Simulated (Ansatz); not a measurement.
`OC[SiH]1BO1`. Charge 0, multiplicity 1. Geometry: relaxed with PBE0-D4/def2-TZVP. It is one conformer, not always the lowest.

```xyz
10

O    -1.458   -0.518   -1.440
C    -0.702    0.568   -0.923
Si   -0.106    0.222    0.830
B     1.718   -0.049    1.307
O     1.066   -1.092    0.776
H    -0.900   -1.301   -1.448
H     0.149    0.819   -1.571
H    -1.365    1.438   -0.927
H    -1.241   -0.150    1.710
H     2.840    0.062    1.687
```

(1) What is the dipole moment at B3LYP/def2-TZVPP? (An estimate is asked.)

(2) And with PBE, r2SCAN, ωB97M-V? (Best estimate.)

(3) Give the Mulliken charges with B3LYP, r2SCAN, PBE in def2-TZVPP. (Estimate.)

Results:

(1) Ansatz gave: 1.18 D, with components (0.59, 1.02, -0.01) D in this frame, pointing from negative to positive charge.

(2) Computed: PBE 0.93 D, r2SCAN 1.02 D, ωB97M-V 1.21 D.

(3) The calculation gave: 
| atom | B3LYP | r2SCAN | PBE |
| --- | --- | --- | --- |
| O1 | -0.33 | -0.35 | -0.30 |
| C2 | -0.07 | 0.01 | -0.08 |
| Si3 | 0.27 | 0.31 | 0.22 |
| B4 | 0.06 | 0.06 | 0.01 |
| O5 | -0.31 | -0.31 | -0.23 |
| H6 | 0.19 | 0.21 | 0.20 |
| H7 | 0.10 | 0.06 | 0.10 |
| H8 | 0.09 | 0.06 | 0.10 |
| H9 | -0.06 | -0.07 | -0.05 |
| H10 | 0.05 | 0.02 | 0.03 |

B3LYP here is the variant with VWN-RPA as its local correlation; programs differ in this.
